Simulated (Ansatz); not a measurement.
GeS3⁻. The state is a quartet with charge -1. Geometry PBE0-D4/def2-SVPD.

```xyz
4

Ge    0.405   -0.112   -0.654
S     0.122    2.048   -0.290
S     0.779   -0.430    1.511
S    -1.306   -1.507   -0.567
```

HSE06 is defined as in plane-wave codes, on full-range PBE exchange. At PBE0-D4/def2-TZVPD a doublet of charge -1 lies 1.91 eV below the quartet, each at its own geometry. The structure comes from a short search, and lower isomers may exist.

Estimate the α-spin orbital energies around the gap (eV) in Ansatz with PBE-D4/def2-TZVPD, r2SCAN-D4/def2-TZVPD, B97M-V/def2-TZVPD, HSE06-D4/def2-TZVPD, BHLYP-D4/def2-TZVPD.


```tsv
orbital	PBE-D4/def2-TZVPD	r2SCAN-D4/def2-TZVPD	B97M-V/def2-TZVPD	HSE06-D4/def2-TZVPD	BHLYP-D4/def2-TZVPD
HOMO−9	-7.25	-7.69	-7.67	-8.44	-10.30
HOMO−8	-4.10	-4.46	-4.45	-5.06	-6.62
HOMO−7	-3.86	-4.22	-4.18	-4.79	-6.33
HOMO−6	-3.36	-3.68	-3.68	-4.22	-5.68
HOMO−5	-2.86	-3.21	-3.19	-3.78	-5.35
HOMO−4	-1.98	-2.28	-2.33	-2.80	-4.28
HOMO−3	-1.65	-1.99	-1.99	-2.47	-3.94
HOMO−2	-1.62	-1.93	-1.94	-2.45	-3.90
HOMO−1	-1.38	-1.70	-1.68	-2.20	-3.62
HOMO	-0.67	-0.98	-0.96	-1.34	-2.65
LUMO	2.89	3.22	2.95	3.09	3.63
LUMO+1	2.95	3.45	3.00	3.13	3.67
LUMO+2	3.06	3.59	3.07	3.19	3.74
LUMO+3	3.44	3.94	3.44	3.64	4.32
LUMO+4	3.53	4.01	3.62	3.78	4.68
LUMO+5	3.90	4.44	3.94	4.10	4.73
β HOMO	-1.24	-1.44	-1.55	-1.93	-2.99
β LUMO	-0.59	-0.44	-0.56	-0.15	1.12
```
